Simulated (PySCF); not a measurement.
PBE0-D3(BJ)/def2-TZVP geometry optimisation, IEF-PCM water with PySCF 2.14 and geomeTRIC: [FeF5]3-, charge -3, multiplicity 5. Start (model start, shaken):

```
6

Fe    0.0000    0.0045   -0.0041
F    -0.0134   -0.0068    2.0051
F     0.0009    0.0201   -2.0274
F     2.0107    0.0073    0.0053
F    -1.0084    1.7354   -0.0004
F    -0.9996   -1.7695   -0.0069
```

```json
{"step": "0", "E − E(start) / kcal mol⁻¹": "0.00", "largest force / Eh bohr⁻¹": "0.01394"}
{"step": "1", "E − E(start) / kcal mol⁻¹": "-1.69", "largest force / Eh bohr⁻¹": "0.00605"}
{"step": "2", "E − E(start) / kcal mol⁻¹": "-2.51", "largest force / Eh bohr⁻¹": "0.00273"}
{"step": "3", "E − E(start) / kcal mol⁻¹": "-2.73", "largest force / Eh bohr⁻¹": "0.00256"}
{"step": "4", "E − E(start) / kcal mol⁻¹": "-2.80", "largest force / Eh bohr⁻¹": "0.00212"}
{"step": "5", "E − E(start) / kcal mol⁻¹": "-2.83", "largest force / Eh bohr⁻¹": "0.00125"}
{"step": "6", "E − E(start) / kcal mol⁻¹": "-2.84", "largest force / Eh bohr⁻¹": "0.00061"}
{"step": "7", "E − E(start) / kcal mol⁻¹": "-2.86", "largest force / Eh bohr⁻¹": "0.00100"}
{"step": "8", "E − E(start) / kcal mol⁻¹": "-2.86", "largest force / Eh bohr⁻¹": "0.00101"}
{"step": "9", "E − E(start) / kcal mol⁻¹": "-2.86", "largest force / Eh bohr⁻¹": "0.00073"}
{"step": "10", "E − E(start) / kcal mol⁻¹": "-2.86", "largest force / Eh bohr⁻¹": "0.00056"}
{"step": "11", "E − E(start) / kcal mol⁻¹": "-2.86", "largest force / Eh bohr⁻¹": "0.00041"}
```

The optimisation met its thresholds. End point:

```
6

Fe   -0.0429   -0.0617   -0.0050
F    -0.0682   -0.0952    2.1219
F    -0.0729   -0.0967   -2.1313
F     1.9816    0.1238   -0.0054
F    -0.7136    1.8569   -0.0043
F    -1.0939   -1.7362   -0.0042
```

Metal–donor distances, start → end: F2 2.009 → 2.127 Å, F3 2.023 → 2.127 Å, F4 2.011 → 2.033 Å, F5 2.003 → 2.033 Å, F6 2.036 → 1.977 Å.

No frequencies were computed, so the end point may be a saddle point. 1 SCF steps did not converge.

The job took 8.2 min on one thread of Arm Neoverse V1 (shared host), with 200 basis functions and a peak of 1.4 GiB, launched as `OMP_NUM_THREADS=1 python lf_run.py task.json out`.
